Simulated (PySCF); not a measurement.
hydrogen iodide (HI), SMILES I.

Geometry optimised at PBE0-D3(BJ)/def2-TZVPD. The def2 effective core potentials stand for the cores of I; spin–orbit coupling is left out.

Calculation: PySCF with TDA-M06-2X/def2-TZVPD.

Vertical excitations; the highest root listed may be one member of a degenerate set. The molecule is in vacuum. State labels are in the subgroup C2v.

Computed lowest excited states:
| state | symmetry | energy (eV) | λ (nm) | f | main pairs |
|---|---|---|---|---|---|
| S1 | B2 | 5.55 | 223 | 0.004 | HOMO→LUMO (degenerate set) |
| S2 | B1 | 5.55 | 223 | 0.004 | HOMO−1→LUMO (degenerate set) |
| S3 | B1 | 7.63 | 162 | 0.143 | HOMO−1→LUMO+4, HOMO−1→LUMO+1 (degenerate set) |
| S4 | B2 | 7.63 | 162 | 0.143 | HOMO→LUMO+4, HOMO→LUMO+1 (degenerate set) |
| S5 | B2 | 7.77 | 160 | 0.056 | HOMO→LUMO+1, HOMO→LUMO+4 (degenerate set) |
| S6 | B1 | 7.77 | 160 | 0.056 | HOMO−1→LUMO+1, HOMO−1→LUMO+4 (degenerate set) |
| S7 | A2 | 7.90 | 157 | 0.000 | HOMO→LUMO+2 49 %, HOMO−1→LUMO+3 49 % |
| S8 | A1 | 7.96 | 156 | 0.000 | HOMO−1→LUMO+2, HOMO→LUMO+3 (degenerate set) |
| S9 | A2 | 7.96 | 156 | 0.000 | HOMO−1→LUMO+3, HOMO→LUMO+2 (degenerate set) |
| S10 | A1 | 8.25 | 150 | 0.002 | HOMO→LUMO+3 48 %, HOMO−1→LUMO+2 48 % |
| T1 | B2 | 5.02 | 247 | 0 | HOMO→LUMO (degenerate set) |
| T2 | B1 | 5.02 | 247 | 0 | HOMO−1→LUMO (degenerate set) |
| T3 | B2 | 7.51 | 165 | 0 | HOMO→LUMO+4 (degenerate set) |
| T4 | B1 | 7.51 | 165 | 0 | HOMO−1→LUMO+4 (degenerate set) |
Triplets are in the Tamm–Dancoff approximation.
